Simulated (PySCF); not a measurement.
acetylene (C₂H₂), singlet, geometry from GFN2-xTB. Base run: MP2/cc-pVDZ in PySCF.

PySCF was given this input:
```python
from pyscf import gto, scf, mp

mol = gto.Mole()
mol.atom = '''
    C    -0.000000   -0.000000   -0.596862
    C     0.000000    0.000000    0.596862
    H     0.000000    0.000000    1.646575
    H    -0.000000   -0.000000   -1.646575
'''
mol.basis = 'cc-pvdz'
mol.charge = 0
mol.spin = 0
mol.verbose = 3
mol.build()

mf = scf.RHF(mol)
mf.kernel()

pt = mp.MP2(mf)
pt.kernel()
print('E(MP2) = %.10f' % pt.e_tot)
mf.analyze()
```

The base run was repeated with changes; each row names its change, and settings that it needs were set with it.

| change | ΔE vs base (mEh) | MP2 correlation (Eh) | basis functions |
|---|---|---|---|
| base | 0.000 | -0.25834 | 38 |
| method = ccsd | -16.818 | -0.25834 | 38 |
| frozen = 3 | 61.461 | -0.19688 | 38 |
| density fitting = JK and correlation | 0.056 | -0.25830 | 38 |
| frozen = 1 | 2.630 | -0.25571 | 38 |
| frozen = 2 | 4.855 | -0.25349 | 38 |
| method = ccsd(t) | -27.722 | -0.25834 | 38 |
| method = cisd | 3.352 | - | 38 |
| cart = on | -6.142 | -0.26426 | 40 |
